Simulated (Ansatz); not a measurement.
Reaction (ligand exchange at the Si–C bond): `O[SiH2]C[SiH2]O` + `[SiH3]P` → `O[SiH2]P[SiH3]` + `C[SiH2]O`

Gas-phase electronic energies from Ansatz, PBE0-D4/def2-TZVP geometries. CBS: MP2 limit from def2 TZ/QZ plus the TZ coupled-cluster correction, frozen cores. This one scheme is used for every species. Functionals use def2-TZVPP. One conformer a species, not always the lowest.

```json
{"level": "PBE0-D4", "ΔE (kJ/mol)": "-12.1"}
{"level": "PBE", "ΔE (kJ/mol)": "-15.4"}
{"level": "SCS-MP2/def2-QZVPP", "ΔE (kJ/mol)": "-6.8"}
{"level": "CCSD/CBS(def2)", "ΔE (kJ/mol)": "-6.1"}
```

Question: What does CCSD(T)/CBS give? (Best estimate.)

Answer: Computed: -7.3 kJ/mol. The listed levels differ from it by -4.8, -8.1, 0.5, 1.2 kJ/mol.

Largest T1 diagnostic among the species: 0.013.
